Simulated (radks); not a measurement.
The numbers below are computed, except where a source is named.
Mg+, 11 electrons, occupied as [He] 2s2 2p5 3s1 4s1 (not the ground configuration).

Level of theory: scalar-relativistic Kohn-Sham, PBE, spin-polarised, spherical densities, finite nucleus; open shells are filled with parallel spins first; Fermi nuclear charge, rms radius 3.057 fm (a radial shooting solver on a logarithmic mesh with Libxc functionals).

Energy parts (Ry):
| part | energy |
|---|---|
| total | -395.54915 |
| kinetic | 396.12407 |
| electron-nucleus | -928.23584 |
| Hartree | 167.38547 |
| exchange-correlation | -30.82284 |

Orbitals (lengths in bohr, moments of r in powers of bohr; <r^-3> diverges for s and p1/2; r(90%) holds 90 % of the orbital's charge):
orbital  occ.  eigenvalue (Ry)     <r^4>    <r^-3>    <r^2>  r(90%)
1s up       1        -95.39687  0.001374         -  0.02300   0.234
1s down     1        -95.29406  0.001368         -  0.02295   0.233
2s up       1         -8.18034    0.5442         -   0.5410    1.06
2s down     1         -7.96814    0.5553         -   0.5464    1.07
2p up       3         -5.77394    0.6155     28.37   0.5241    1.08
2p down     2         -5.54784    0.6365     27.99   0.5331    1.09
3s up       1         -1.35055     60.87         -    6.151    3.45
3p up       0         -0.92237     123.5     2.305    8.522    4.14
4s up       1         -0.44141      1804         -    35.83    8.02
3d up       0         -0.43819     615.5   0.07270    18.60    6.26
4f up       0         -0.14737      8955  0.004025    76.64    12.1

The highest occupied level is 4s up at -6.006 eV. The configuration is held as typed, so some empty levels lie below it. The electron density at the nucleus is 1169 e/bohr^3 (large components only).
